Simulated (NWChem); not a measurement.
The numbers come from NWChem runs, not from measurements. System: H2OSSi, charge 0, spin multiplicity 1, at a geometry optimised with PBE0/def2-SVP. The structure started from a generated list of species. Level: PBE/cc-pVQZ.

Input file:

```
start mol
memory heap 200 mb stack 900 mb global 1100 mb
geometry units angstroms nocenter noautoz
  Si    -0.857721    -0.412038     0.000000
  O      0.160977    -1.727189     0.000000
  H      1.121515    -1.637851     0.000000
  S      0.619002     1.190514     0.000000
  H     -0.305266     2.175668     0.000000
  symmetry group Cs
end
basis spherical
  * library cc-pvqz
end
dft
  xc xpbe96 cpbe96
  semidirect memsize 60000000 filesize 0
  iterations 100
end
task dft energy
```

Part of the output:

```
             Northwest Computational Chemistry Package (NWChem) 7.3.0
             --------------------------------------------------------

                                NWChem Input Module
                                -------------------

 Scaling coordinates for geometry "geometry" by  1.889725989
 (inverse scale =  0.529177249)

 Turning off AUTOSYM since
 SYMMETRY directive was detected!

                             Geometry "geometry" -> ""
                             -------------------------

 Output coordinates in angstroms (scale by  1.889725989 to convert to a.u.)

  No.       Tag          Charge          X              Y              Z
 ---- ---------------- ---------- -------------- -------------- --------------
    1 Si                  14.0000    -0.85772100    -0.41203800     0.00000000
    2 O                    8.0000     0.16097700    -1.72718900     0.00000000
    3 H                    1.0000     1.12151500    -1.63785100     0.00000000
    4 S                   16.0000     0.61900200     1.19051400     0.00000000
    5 H                    1.0000    -0.30526600     2.17566800     0.00000000

 Effective nuclear repulsion energy (a.u.)     133.7486854882

            Nuclear Dipole moment (a.u.)
            ----------------------------
        X                 Y               Z
 ---------------- ---------------- ----------------
     0.0000056692    -0.0000056692     0.0000000000

      Symmetry information
      --------------------

 Group name             Cs
 Group number              2
 Group order               2
 No. of unique centers     5

      Symmetry unique atoms

     1    2    3    4    5


 Summary of "ao basis" -> "" (spherical)
 ------------------------------------------------------------------------------
       Tag                 Description            Shells   Functions and Types
 ---------------- ------------------------------  ------  ---------------------
 *                          cc-pvqz                   on all atoms

  pbe96 is a nonlocal functional; adding pw91lda local functional.

                                 NWChem DFT Module
[...]
 Vector   20  Occ=2.000000D+00  E=-2.211449D-01  Symmetry=a'
              MO Center= -7.2D-01,  1.0D-02, -1.5D-14, r^2= 3.4D+00
   Bfn.  Coefficient  Atom+Function         Bfn.  Coefficient  Atom+Function
  ----- ------------  ---------------      ----- ------------  ---------------
     5      0.369984  1 Si s                  6      0.365372  1 Si s
   160      0.252401  4 S  px                16     -0.247119  1 Si px
     3      0.244628  1 Si s                 13     -0.200661  1 Si px
   161      0.196990  4 S  py               163      0.177994  4 S  px
   157      0.166711  4 S  px               154      0.138646  4 S  px

 Vector   21  Occ=0.000000D+00  E=-9.432733D-02  Symmetry=a"
              MO Center= -7.4D-01, -2.4D-01, -2.9D-15, r^2= 3.3D+00
   Bfn.  Coefficient  Atom+Function         Bfn.  Coefficient  Atom+Function
  ----- ------------  ---------------      ----- ------------  ---------------
    18      0.502397  1 Si pz                21      0.377981  1 Si pz
    15      0.285808  1 Si pz                12      0.240572  1 Si pz
   165     -0.215434  4 S  pz               162     -0.172680  4 S  pz
    76     -0.153635  2 O  pz               159     -0.138990  4 S  pz
    73     -0.135485  2 O  pz                70     -0.118545  2 O  pz

 Vector   22  Occ=0.000000D+00  E=-4.058585D-02  Symmetry=a'
              MO Center=  2.7D-01, -8.2D-02,  1.5D-15, r^2= 5.6D+00
   Bfn.  Coefficient  Atom+Function         Bfn.  Coefficient  Atom+Function
  ----- ------------  ---------------      ----- ------------  ---------------
   207      0.827006  5 H  s                118      0.663576  3 H  s
   164     -0.503236  4 S  py               150     -0.425873  4 S  s
   206      0.411859  5 H  s                  5     -0.325807  1 Si s
    20     -0.325516  1 Si py                74     -0.294295  2 O  px
   161     -0.281574  4 S  py                64     -0.269116  2 O  s

 Vector   23  Occ=0.000000D+00  E=-1.734778D-02  Symmetry=a'
              MO Center= -6.2D-01,  9.8D-01,  3.0D-15, r^2= 5.7D+00
   Bfn.  Coefficient  Atom+Function         Bfn.  Coefficient  Atom+Function
  ----- ------------  ---------------      ----- ------------  ---------------
   150      1.658887  4 S  s                207     -1.053809  5 H  s
   163     -0.755526  4 S  px                20     -0.685947  1 Si py
     6     -0.562867  1 Si s                206     -0.530982  5 H  s
   160     -0.480841  4 S  px                16     -0.327579  1 Si px
    17     -0.286015  1 Si py               164      0.237417  4 S  py

 center of mass
 --------------
 x =  -0.01959005 y =  -0.01329720 z =   0.00000000

 moments of inertia (a.u.)
 ------------------
         375.856461343487         -94.544450832776           0.000000000000
         -94.544450832776         123.560283033132           0.000000000000
           0.000000000000           0.000000000000         499.416744376619

     Multipole analysis of the density
     ---------------------------------

     L   x y z        total         alpha         beta         nuclear
     -   - - -        -----         -----         ----         -------
     0   0 0 0      0.000000    -20.000000    -20.000000     40.000000

     1   1 0 0      0.216458      0.108226      0.108226      0.000006
     1   0 1 0      0.175475      0.087740      0.087740     -0.000006
     1   0 0 1     -0.000000     -0.000000     -0.000000      0.000000

     2   2 0 0    -24.005902    -44.122000    -44.122000     64.238097
     2   1 1 0     -3.032871    -22.966651    -22.966651     42.900432
     2   1 0 1     -0.000000     -0.000000     -0.000000      0.000000
     2   0 2 0    -24.176883   -112.677420   -112.677420    201.177956
     2   0 1 1      0.000000      0.000000      0.000000      0.000000
     2   0 0 2    -24.434978    -12.217489    -12.217489      0.000000

 Task  times  cpu:      282.6s     wall:      282.6s

 Total times  cpu:      282.7s     wall:      282.7s
```
